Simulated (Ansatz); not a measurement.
Mg5H10, relaxed as a singlet with RKS r2SCAN-D4/def2-SVP in Ansatz, starting from the GFN1-xTB geometry. Force threshold 0.02 eV/Å.

Another isomer (singlet) lies 0.20 eV lower at PBE0-D4/def2-TZVP; other spin states weren't run for this one.

Start:

```xyz
15

Mg    0.2137   -1.5848   -0.8944
Mg   -0.8113    0.9825    2.4251
Mg    0.2960    1.9122   -0.4608
Mg   -0.7675   -1.7990    1.7849
Mg    0.8197    0.6473   -2.9333
H     1.4331    1.3509   -4.1770
H     0.0530    1.0088    3.7361
H     0.6763   -0.8593    0.7996
H     1.8307    2.1719   -0.8882
H    -1.1092   -2.5023   -0.8184
H    -0.6313   -3.1496    2.5454
H    -0.6766    1.0315   -1.8359
H    -1.9540   -0.3792    1.8947
H    -0.6911    2.1846    0.9997
H     1.3184   -1.0156   -2.1776
```

```csv
step,energy (eV),largest force component (eV/Å),SCF passes
1,-27369.4809,1.754,14
2,-27370.3436,0.631,16
3,-27370.7808,0.425,16
4,-27371.2040,0.537,21
5,-27371.4129,0.438,15
6,-27371.5130,0.378,15
7,-27371.5565,0.159,16
8,-27371.5790,0.119,16
9,-27371.6038,0.138,16
10,-27371.6332,0.137,16
11,-27371.6597,0.112,16
12,-27371.6817,0.139,16
13,-27371.6984,0.192,16
14,-27371.7154,0.218,16
15,-27371.7238,0.127,16
16,-27371.7384,0.092,16
17,-27371.7453,0.032,17
18,-27371.7471,0.048,17
19,-27371.7478,0.047,17
20,-27371.7483,0.026,18
21,-27371.7484,0.007,18
```

Force components are those of the run's own axes.

End:

```
atom   x (Å)   y (Å)   z (Å)
 Mg1  -0.230  -1.250  -1.382
 Mg2  -1.087   1.243   2.623
 Mg3   0.873   0.957   0.095
 Mg4  -0.582  -1.985   1.397
 Mg5   1.062   0.935  -2.862
  H6   0.883   1.916  -4.248
  H7  -1.815   2.110   3.893
  H8   0.814  -0.931   0.269
  H9   2.023   1.302  -1.262
 H10  -1.255  -2.323  -0.386
 H11  -0.051  -3.109   2.572
 H12  -0.473   0.662  -1.285
 H13  -1.375  -0.345   1.788
 H14   0.372   1.798   1.586
 H15   0.840  -0.979  -2.797
```

Bonds lost: Mg5–H12 (atoms count from 1). Bonds formed: Mg1–H12, Mg3–H8, Mg4–H10, Mg5–H9 (atoms count from 1). Metal–metal contacts that move far: Mg1–Mg3 3.52 to 2.88 Å, Mg2–Mg4 2.85 to 3.49 Å.

No frequencies were taken in this run, so the end may be a saddle point.

Hardware: 4 threads of Arm Neoverse V1 on a shared host. Wall time 63 s.
